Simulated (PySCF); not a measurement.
Compound: C7H9NO.
Z-matrix (Å and degrees, PBE0-D3(BJ)/def2-SVP geometry), rows numbered from 1:
```
C 
C   1  1.3359
C   2  1.4793  1  122.81
C   3  1.4762  2  119.16  1   169.22
C   4  1.3379  3  125.34  2   -13.78
N   3  1.2815  2  118.70  1    -9.64
C   6  1.3861  3  125.91  2  -175.77
C   7  1.5070  6  113.43  3  -120.25
O   7  1.2110  6  123.00  3    64.89
H   1  1.0938  2  120.10  3    -0.96
H   1  1.0923  2  121.38  3   178.63
H   2  1.0924  1  119.94  3  -178.97
H   4  1.0934  3  115.09  2   167.06
H   5  1.0930  4  122.81  3     0.57
H   5  1.0930  4  120.62  3  -178.60
H   8  1.1007  7  110.66  6    53.31
H   8  1.1006  7  109.43  6   -64.43
H   8  1.0967  7  109.50  6   175.30
```

Level: PBE0/def2-SVPD in PySCF, non-relativistic, on one gas-phase PBE0-D3(BJ)/def2-SVP geometry that isn't relaxed in the solvent. The solvent is an IEF-PCM continuum (van der Waals radii × 1.2). The model holds no explicit solvent molecules, cavitation or dispersion.

Gas phase at PBE0/def2-SVPD: HOMO -7.23 eV, LUMO -2.30 eV, dipole 3.73 D.

Task: What does the continuum do to the energy, the frontier levels and the dipole at PBE0/def2-SVPD in dichloromethane and water?

Result: 
```
        solvent      ε  E(solvent) − E(gas) (kJ/mol)  polarisation term (kJ/mol)  distortion of the solute (kJ/mol)  HOMO (eV)  LUMO (eV)  dipole (D)
dichloromethane   8.93                        -27.97                      -33.22                               5.25      -7.47      -2.25        4.95
          water  78.36                        -33.43                      -41.13                               7.70      -7.52      -2.26        5.22
```

Polarisation term: ½ Σ q·V over the induced surface charges. Distortion: the rise of the solute's own energy as its density leaves the gas-phase optimum. From dichloromethane to water the lowering changes by a factor 1.20, Onsager's factor (ε − 1)/(2ε + 1) by 1.17 and ε itself by 8.8.

Task: Which radius a makes the point-dipole formula ΔE = −[(ε − 1)/(2ε + 1)]·μ²/a³ give the value in water, with the gas-phase dipole?

Result: μ = 1.466 au and |ΔE| = 0.01273 Eh give a = 2.31 Å; the farthest nucleus lies 3.83 Å from the centroid of the nuclei, so such a sphere wouldn't even hold the nuclei. The formula assumes a rigid point dipole at the centre of a sphere.

Task: How does the static polarisability (PBE0/def2-SVPD, frozen core, with the continuum's full static response) change?

Result: 
```csv
medium,isotropic (au),principal values (au),⟨r²⟩ of the electrons (bohr²)
gas,101.2,"68.7, 109.7, 125.3",1381.6
dichloromethane,132.5,"89.6, 144.6, 163.2",1379.6
water,139.7,"95.7, 152.3, 171.2",1379.2
```

The isotropic value in water is 1.38 times the gas-phase one; no cavity-field correction is applied. ⟨r²⟩ is taken about the centre of nuclear charge.

On an x86-64 server with one thread, no GPU, on a shared host, this took 56 s wall. This is the whole response run at PBE0/def2-SVPD in water, SCF included.
